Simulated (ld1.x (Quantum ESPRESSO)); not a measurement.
Reading a pseudo-wave (C (Z = 6))

Columns: radius, all-electron u(r) and pseudo u(r) of the 2s shell (level -13.64 eV) of carbon in the configuration [He] 2s2 2p2; LDA (PZ), scalar-relativistic, TM scheme, ld1.x (Quantum ESPRESSO) 7.5.

| r (bohr) | all-electron | pseudo |
| --- | --- | --- |
| 0.125 | 0.3499 | -0.0722 |
| 0.250 | 0.2455 | -0.1513 |
| 0.375 | 0.0077 | -0.2439 |
| 0.500 | -0.2381 | -0.3546 |
| 0.625 | -0.4459 | -0.4803 |
| 0.750 | -0.6034 | -0.6063 |
| 0.875 | -0.7118 | -0.7103 |
| 1.000 | -0.7777 | -0.7775 |
| 1.125 | -0.8093 | -0.8093 |
| 1.250 | -0.8145 | -0.8145 |
| 1.375 | -0.8003 | -0.8003 |
| 1.500 | -0.7724 | -0.7724 |
| 1.625 | -0.7353 | -0.7353 |
| 1.750 | -0.6925 | -0.6925 |
| 1.875 | -0.6466 | -0.6466 |
| 2.000 | -0.5995 | -0.5995 |
| 2.125 | -0.5527 | -0.5527 |
| 2.250 | -0.5071 | -0.5071 |
| 2.375 | -0.4634 | -0.4634 |
| 2.500 | -0.4220 | -0.4220 |
| 2.625 | -0.3831 | -0.3831 |
| 2.750 | -0.3470 | -0.3470 |
| 2.875 | -0.3135 | -0.3135 |
| 3.000 | -0.2827 | -0.2827 |
| 3.125 | -0.2544 | -0.2544 |
| 3.250 | -0.2287 | -0.2287 |

Q: How many radial nodes do the two functions have?

A: The all-electron 2s function has n − l − 1 = 1; the pseudo-wave has 0, since the states of the same l below it are removed with the core.

Q: At about which radius was the pseudo-wave matched?

A: 1.15 bohr. The columns agree to 0.0005 from 1.00 bohr on; several derivatives are matched, so the curves merge somewhat inside the radius.

Q: Is the pseudo-wave norm-conserving?

A: Yes: the TM scheme keeps the norm inside the radius equal to the all-electron one, which fixes the energy derivative of the logarithmic derivative at the level.
